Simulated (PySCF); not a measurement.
```xyz
6
charge 0 multiplicity 1, angstrom
As    0.0000    0.0000    0.0000
H     0.0000    0.0000    1.6035
H     0.0000    0.0000   -1.6035
H     1.5293    0.0000    0.0000
H    -0.7647    1.3244    0.0000
H    -0.7646   -1.3244    0.0000
```

Method: PBE0/[As def2-TZVP, H def2-TZVP], no relativity, density fitting, PySCF.

This geometry of AsH₅ is a stationary point at this level.

What is the point group?

D3h.

Is it a minimum?

Yes: all harmonic wavenumbers are real.

List the harmonic modes with their infrared intensities.


```csv
symmetry,ω (cm⁻¹),"IR (km/mol, summed over degenerate members)"
e',487,24.3
a2'',1030,283
e',1044,344
e'',1284,0.0
a1',1700,0.0
a2'',1758,896
e',2130,231
a1',2146,0.0
```

Give the atomic charges and bond orders.


| atom | Mulliken | Löwdin | polar tensor | Mayer order to As1 |
| --- | --- | --- | --- | --- |
| As1 | -0.04 | 0.24 | 1.39 | – |
| H2,3 | -0.06 | -0.09 | -0.42 | 0.81 |
| H4,5,6 | 0.06 | -0.02 | -0.18 | 0.88 |

What is the atomisation energy, with and without zero-point energy?

1119 kJ/mol without, 1020 kJ/mol with.

In D3h the vibrations span 3e' + 2a2'' + e'' + 2a1'. The a1', e'' modes carry no infrared intensity, as symmetry demands.
